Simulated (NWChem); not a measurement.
All runs are NWChem calculations. System: C2H4Si, charge 0, spin multiplicity 1, at a geometry optimised with PBE/def2-SVP. The structure started from a generated list of species. Level: G0W0@PBE0/def2-TZVPP, RI basis def2-tzvpp-rifit.

Output (cleaned and shortened):

```
             Northwest Computational Chemistry Package (NWChem) 7.3.0
             --------------------------------------------------------

                                NWChem Input Module
                                -------------------

 Scaling coordinates for geometry "geometry" by  1.889725989
 (inverse scale =  0.529177249)

 Turning off AUTOSYM since
 SYMMETRY directive was detected!

                             Geometry "geometry" -> ""
                             -------------------------

 Output coordinates in angstroms (scale by  1.889725989 to convert to a.u.)

  No.       Tag          Charge          X              Y              Z
 ---- ---------------- ---------- -------------- -------------- --------------
    1 Si                  14.0000     0.95336300    -0.48258900     0.00000000
    2 C                    6.0000    -0.68625800     0.34751400     0.00000000
    3 C                    6.0000    -1.78246100     0.90222800     0.00000000
    4 H                    1.0000     1.08497200    -1.34213600     1.22524500
    5 H                    1.0000     1.08497200    -1.34213600    -1.22524500
    6 H                    1.0000     2.04371900     0.55109500     0.00000000
    7 H                    1.0000    -2.74842600     1.39097600     0.00000000

 Effective nuclear repulsion energy (a.u.)      82.0079488343

            Nuclear Dipole moment (a.u.)
            ----------------------------
        X                 Y               Z
 ---------------- ---------------- ----------------
     0.0000094486     0.0000094486     0.0000000000

      Symmetry information
      --------------------

 Group name             Cs
 Group number              2
 Group order               2
 No. of unique centers     6

      Symmetry unique atoms

     1    2    3    4    6    7


 Summary of "ao basis" -> "" (spherical)
 ------------------------------------------------------------------------------
       Tag                 Description            Shells   Functions and Types
 ---------------- ------------------------------  ------  ---------------------
 *                         def2-tzvpp                 on all atoms

 new library libraries.bse/

 Summary of "ri basis" -> "" (spherical)
 ------------------------------------------------------------------------------
       Tag                 Description            Shells   Functions and Types
 ---------------- ------------------------------  ------  ---------------------
 *                      def2-tzvpp-rifit              on all atoms

                                 NWChem DFT Module
                                 -----------------

 Summary of "ao basis" -> "ao basis" (spherical)
 ------------------------------------------------------------------------------
       Tag                 Description            Shells   Functions and Types
 ---------------- ------------------------------  ------  ---------------------
 Si                        def2-tzvpp               14       42   5s5p3d1f
 C                         def2-tzvpp               11       31   5s3p2d1f
 H                         def2-tzvpp                6       14   3s2p1d

 Summary of "ao basis" -> "ao basis" (spherical)
 ------------------------------------------------------------------------------
       Tag                 Description            Shells   Functions and Types
 ---------------- ------------------------------  ------  ---------------------
 Si                        def2-tzvpp               14       42   5s5p3d1f
 C                         def2-tzvpp               11       31   5s3p2d1f
 H                         def2-tzvpp                6       14   3s2p1d

      Symmetry analysis of basis
      --------------------------

        a'        104
        a"         56

            General Information
            -------------------
          SCF calculation type: DFT
          Wavefunction type:  closed shell.
          No. of atoms     :     7
          No. of electrons :    30
           Alpha electrons :    15
            Beta electrons :    15
          Charge           :     0
          Spin multiplicity:     1
          Use of symmetry is: on ; symmetry adaption is: on
[...]
   Bfn.  Coefficient  Atom+Function         Bfn.  Coefficient  Atom+Function
  ----- ------------  ---------------      ----- ------------  ---------------
    16      0.262768  1 Si py               134      0.242332  6 H  s
   135      0.147854  6 H  s                133      0.146401  6 H  s
    15      0.133032  1 Si px               106     -0.121180  4 H  s
   120     -0.121180  5 H  s                  7     -0.111271  1 Si py
    13      0.106732  1 Si py                49      0.098224  2 C  py

 Vector   14  Occ=2.000000D+00  E=-3.030335D-01  Symmetry=a'
              MO Center= -8.8D-01,  5.3D-01,  2.9D-12, r^2= 2.5D+00
   Bfn.  Coefficient  Atom+Function         Bfn.  Coefficient  Atom+Function
  ----- ------------  ---------------      ----- ------------  ---------------
    80      0.258817  3 C  py                49      0.247021  2 C  py
    83      0.221651  3 C  py                52      0.212946  2 C  py
    79      0.130950  3 C  px                86      0.126810  3 C  py
    48      0.125026  2 C  px                82      0.112140  3 C  px
   134     -0.111328  6 H  s                 51      0.107771  2 C  px

 Vector   15  Occ=2.000000D+00  E=-3.030316D-01  Symmetry=a"
              MO Center= -9.4D-01,  4.0D-01, -2.9D-12, r^2= 2.5D+00
   Bfn.  Coefficient  Atom+Function         Bfn.  Coefficient  Atom+Function
  ----- ------------  ---------------      ----- ------------  ---------------
    81      0.290060  3 C  pz                50      0.276857  2 C  pz
    84      0.248406  3 C  pz                53      0.238661  2 C  pz
    87      0.142098  3 C  pz                56      0.112776  2 C  pz
   106     -0.096419  4 H  s                120      0.096419  5 H  s
   107     -0.082601  4 H  s                121      0.082601  5 H  s

 Vector   16  Occ=0.000000D+00  E=-8.850743D-03  Symmetry=a'
              MO Center= -6.2D-01,  3.0D-01,  2.6D-11, r^2= 4.0D+00
   Bfn.  Coefficient  Atom+Function         Bfn.  Coefficient  Atom+Function
  ----- ------------  ---------------      ----- ------------  ---------------
   135      0.540025  6 H  s                 86      0.449547  3 C  py
    19     -0.410796  1 Si py                55     -0.341096  2 C  py
   107     -0.270093  4 H  s                121     -0.270093  5 H  s
    80      0.238628  3 C  py                85      0.227480  3 C  px
    18     -0.207938  1 Si px                83      0.197068  3 C  py

 Vector   17  Occ=0.000000D+00  E=-8.847909D-03  Symmetry=a"
              MO Center= -6.0D-01,  3.2D-01, -2.6D-11, r^2= 4.0D+00
   Bfn.  Coefficient  Atom+Function         Bfn.  Coefficient  Atom+Function
  ----- ------------  ---------------      ----- ------------  ---------------
    87     -0.503841  3 C  pz               107     -0.467752  4 H  s
   121      0.467752  5 H  s                 20      0.460447  1 Si pz
    56      0.382205  2 C  pz                81     -0.267431  3 C  pz
    84     -0.220861  3 C  pz                17      0.203658  1 Si pz
    50      0.203446  2 C  pz                53      0.189824  2 C  pz

 Vector   18  Occ=0.000000D+00  E= 2.838526D-02  Symmetry=a'
              MO Center=  1.4D+00, -7.0D-01, -6.9D-16, r^2= 4.9D+00
   Bfn.  Coefficient  Atom+Function         Bfn.  Coefficient  Atom+Function
  ----- ------------  ---------------      ----- ------------  ---------------
    78      2.093214  3 C  s                 54      1.930328  2 C  px
    18      1.717036  1 Si px                 5     -1.386201  1 Si s
    85      1.027317  3 C  px                55     -0.976904  2 C  py
    19     -0.869651  1 Si py               149      0.598916  7 H  s
    86     -0.519864  3 C  py                15      0.495542  1 Si px

 center of mass
 --------------
 x =  -0.04979221 y =   0.02522200 z =   0.00000000

 moments of inertia (a.u.)
 ------------------
          95.118283499763         145.217355557062           0.000000000000
         145.217355557062         308.496758878915           0.000000000000
           0.000000000000           0.000000000000         382.003355435954

     Multipole analysis of the density
     ---------------------------------

     L   x y z        total         alpha         beta         nuclear
     -   - - -        -----         -----         ----         -------
     0   0 0 0      0.000000    -15.000000    -15.000000     30.000000

     1   1 0 0     -0.146258     -0.073134     -0.073134      0.000009
     1   0 1 0      0.073943      0.036967      0.036967      0.000009
     1   0 0 1      0.000000      0.000000      0.000000      0.000000

     2   2 0 0    -16.505247    -95.204966    -95.204966    173.904686
     2   1 1 0     -2.163280     40.218164     40.218164    -82.599607
     2   1 0 1     -0.000000     -0.000000     -0.000000      0.000000
     2   0 2 0    -19.685684    -36.108656    -36.108656     52.531628
     2   0 1 1     -0.000000     -0.000000     -0.000000      0.000000
     2   0 0 2    -20.780346    -15.751145    -15.751145     10.721944

 Task  times  cpu:       26.1s     wall:       26.1s

                                NWChem Input Module
                                -------------------

                                 NWChem GW Module
                                 ----------------

                             ***********************
                             ***        GW       ***
                             ***********************

 Summary of "ri basis" -> "ri basis" (spherical)
 ------------------------------------------------------------------------------
       Tag                 Description            Shells   Functions and Types
 ---------------- ------------------------------  ------  ---------------------
 Si                     def2-tzvpp-rifit            33      123   11s8p7d5f2g
 C                      def2-tzvpp-rifit            22       76   8s6p4d3f1g
 H                      def2-tzvpp-rifit            10       30   4s3p2d1f

                 Memory Information
                 ------------------
          Available GA per process is          1699.8 MBs
          Available stack per process is        700.0 MBs
          Available heap per process is           0.0 MBs

          Peak memory in Initialization
              Peak GA per process is                  9.7 MBs
              Peak stack per process is               0.3 MBs
              Peak heap per process is               10.0 MBs
              Memory not in MA per process            0.0 MBs

          Peak memory in CDGW Calculation
              Peak GA per process is                 12.2 MBs
              Peak stack per process is               2.4 MBs
              Peak heap per process is                3.0 MBs
              Memory not in MA per process            0.0 MBs

          Computing 2-center integrals
          Computing Inverse Cholesky factor
          Computing 3-center integrals
          Computing Vxc

          Computing Sigma_x
          Computing W(iw) on the imaginary grid
          Solving quasiparticle equations

                  Alpha Orbitals
          State     Energy (eV)     Error (eV)
          -----------------------------------
@GW        12        -12.616           0.002
@GW        13        -12.615           0.002
@GW        14        -10.548           0.002
@GW        15        -10.547           0.002
@GW        16          1.919           0.002
@GW        17          1.916           0.005

     GW Timing Statistics
   ------------------------
   Init.   :          0.1s
     ERIs  :          2.2s
     Distr.:          0.0s
     Vxc   :          4.8s
   Vmo     :          0.0s
   iW      :          4.5s
   I_n     :          0.0s
   R_n     :          0.2s
   GW total:         11.9s

 Task  times  cpu:       11.9s     wall:       11.9s

 Total times  cpu:       38.1s     wall:       38.1s
```

Write an NWChem input that would produce this output.

Several could match; the one computed here: 
```
start mol
memory heap 200 mb stack 700 mb global 1700 mb
geometry units angstroms nocenter noautoz
  Si     0.953363    -0.482589     0.000000
  C     -0.686258     0.347514     0.000000
  C     -1.782461     0.902228     0.000000
  H      1.084972    -1.342136     1.225245
  H      1.084972    -1.342136    -1.225245
  H      2.043719     0.551095     0.000000
  H     -2.748426     1.390976     0.000000
  symmetry group Cs
end
basis spherical
  * library def2-tzvpp
end
basis "ri basis" bse spherical
  * library def2-tzvpp-rifit
end
dft
  xc pbe0
  iterations 100
  direct
  tolerances tight
end
task dft energy
gw
  method cdgw
  states alpha occ 4 vir 2
end
task dft gw
```
